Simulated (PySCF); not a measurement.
A calculated (M06-2X, PySCF 2.14, 6-31G*, the non-relativistic Hamiltonian (point nucleus)) atom or ion has these occupied shells.

| shell | electrons | orbital energy (eV) | rms radius, mean of both spins (bohr) |
| --- | --- | --- | --- |
| 1s α | 1 | -12440.1 | 0.0521 |
| 1s β | 1 | -12439.9 | 0.0521 |
| 2s α | 1 | -1626.6 | 0.217 |
| 2s β | 1 | -1626.5 | 0.217 |
| 2p α | 3 | -1465.0 | 0.191 |
| 2p β | 3 | -1464.8 | 0.191 |
| 3s α | 1 | -245.33 | 0.625 |
| 3s β | 1 | -245.09 | 0.625 |
| 3p α | 3 | -189.07 | 0.641 |
| 3p β | 3 | -188.76 | 0.641 |
| 3d α | 5 | -86.976 | 0.693 |
| 3d β | 5 | -86.765 | 0.693 |
| 4s α | 1 | -41.337 | 1.87 |
| 4s β | 1 | -36.944 | 1.87 |
| 4p α | 2 | -29.021 | 2.12 |

(1) Name the element and its charge.

## Answers

(1) Se²⁺ (selenium, charge +2), in [Ar] 3d10 4s2 4p2, high-spin 3P determinant.
